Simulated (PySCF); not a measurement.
A PySCF script (with the pyscf-properties extension) for the NMR shieldings of SMILES C1C([O][AlH2])CCC1, C5H11AlO, on a GFN2-xTB geometry:

```python
import basis_set_exchange as bse
import numpy as np
from pyscf import gto, dft
from pyscf.prop import nmr

atoms = """
Al    3.322831    0.223947    0.263874
O     1.747669    0.296377   -0.185512
C     0.388167    0.317329   -0.492010
C    -0.463803    0.956475    0.607815
C    -1.884601    0.485523    0.293557
C    -1.727528   -0.870123   -0.426710
C    -0.220475   -1.084302   -0.606928
H     3.972677   -1.128000    0.583456
H     4.140582    1.518657    0.344392
H     0.251275    0.862941   -1.435007
H    -0.370166    2.041105    0.628452
H    -0.123276    0.562046    1.567860
H    -2.484515    0.398801    1.198034
H    -2.377416    1.203882   -0.362188
H    -2.169702   -1.682386    0.148151
H    -2.227279   -0.841260   -1.394799
H     0.189464   -1.691536    0.202041
H     0.027336   -1.563159   -1.552800
"""
names = dict.fromkeys(["Al", "O", "C", "H"], "pcSseg-1")
basis = {el: gto.basis.parse(bse.get_basis(n, elements=[el], fmt="nwchem")) for el, n in names.items()}
mol = gto.M(atom=atoms, basis=basis, charge=0, verbose=0)
mf = dft.RKS(mol, xc="PBE0")
mf.grids.level = 2
mf.grids.alignment = dft.numint.BLKSIZE   # the property module wants whole blocks of grid points
mf.conv_tol = 1e-9
mf.kernel()

calc = nmr.RKS(mf)   # GIAO
C = mf.mo_coeff
Co = C[:, mf.mo_occ > 0]
resp = mf.gen_response(singlet=True, hermi=2)
def vind(x):   # induced exchange potential for any number of trial vectors
    d = np.einsum("pi,xij,qj->xpq", C, 2 * x.reshape(-1, C.shape[1], Co.shape[1]), Co, optimize=True)
    return np.einsum("xpq,pi,qj->xij", resp(d - d.transpose(0, 2, 1)), C, Co, optimize=True).ravel()
mo1, _ = nmr.rhf.solve_mo1(calc, with_cphf=vind)
sigma = calc.kernel(mo1)
for i, s in enumerate(sigma):   # ppm
    w = np.linalg.eigvalsh((s + s.T) / 2)
    print("%2d %-2s iso %8.1f  s11 %8.1f  s22 %8.1f  s33 %8.1f" % (i, mol.atom_pure_symbol(i), w.mean(), *w))
```

Task: What are the results?

Result: 
```
 0 Al iso    399.5  s11    333.0  s22    390.0  s33    475.6
 1 O  iso    224.2  s11    154.2  s22    199.2  s33    319.3
 2 C  iso    105.3  s11     66.2  s22     99.5  s33    150.1
 3 C  iso    144.7  s11    115.6  s22    146.9  s33    171.5
 4 C  iso    163.4  s11    136.1  s22    174.3  s33    179.9
 5 C  iso    164.2  s11    136.2  s22    175.3  s33    181.2
 6 C  iso    147.4  s11    118.8  s22    150.0  s33    173.3
 7 H  iso     27.4  s11     23.6  s22     25.6  s33     33.0
 8 H  iso     27.4  s11     23.6  s22     25.2  s33     33.3
 9 H  iso     27.0  s11     23.2  s22     28.0  s33     29.7
10 H  iso     29.5  s11     25.7  s22     27.8  s33     35.0
11 H  iso     30.4  s11     26.8  s22     29.5  s33     34.9
12 H  iso     29.9  s11     25.3  s22     27.6  s33     36.8
13 H  iso     30.0  s11     25.0  s22     28.1  s33     37.0
14 H  iso     29.8  s11     25.1  s22     27.7  s33     36.7
15 H  iso     30.0  s11     24.9  s22     28.1  s33     37.1
16 H  iso     30.1  s11     26.2  s22     29.3  s33     34.8
17 H  iso     29.6  s11     25.6  s22     28.0  s33     35.3
```

These numbers come from an equivalent density-fitted implementation of the same equations, which agrees with the script to about 0.01 ppm for H and up to a few tenths of a ppm for heavy atoms, so last digits may differ.

Size and cost of the density-fitted run: 181 basis functions, 55 s wall time on 1 thread of an Arm Neoverse N1, shared host; peak memory 0.82 GiB.
